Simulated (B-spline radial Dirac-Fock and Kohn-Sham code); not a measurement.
# Run log: Mo²⁺

ΔSCF core binding energies without Breit or QED terms, calculated with a B-spline atomic structure program.

Input (task.json):

```json
{"items": [{"Z": 42, "q": 2, "cfg": [[1, 0, 2], [2, 0, 2], [2, 1, 6], [3, 0, 2], [3, 1, 6], [3, 2, 10], [4, 0, 2], [4, 1, 6], [4, 2, 4]], "A": 98, "rrms": 4.4091, "do": "settings", "holes": ["K", "L3", "M5"],
  "settings": [{"rel": "dirac", "method": "hf", "nuc": "fermi", "radius_factor": 1.0, "rmax": 45.0, "h": 0.22, "order": 8, "points": 10, "c_factor": 1.0, "maxit": 60, "damp": 0.5, "ndamp": 3, "tol": 1e-08}]}]}
```

Command: `python xray2_run.py task.json out`

Ground-state iterations:

```
iter   energy (Ha)        error
   1    -4041.44182028  1.10e+00
   2    -4045.10678464  1.87e-01
   3    -4046.32903672  4.93e-02
   4    -4046.42373961  1.28e-02
   5    -4046.43023528  7.00e-03
   6    -4046.43189285  1.01e-03
   7    -4046.43191417  1.01e-04
   8    -4046.43191455  3.88e-05
   9    -4046.43191459  1.23e-06
  10    -4046.43191459  1.25e-07
```

The ground state converged in 10 iterations, with total energy -4046.43191 Ha, virial ratio 1.96417 and highest orbital energy -26.12 eV. ΔSCF binding energies: K (1s) 20082.6 eV, L3 (2p3/2) 2554.0 eV, M5 (3d5/2) 255.9 eV.
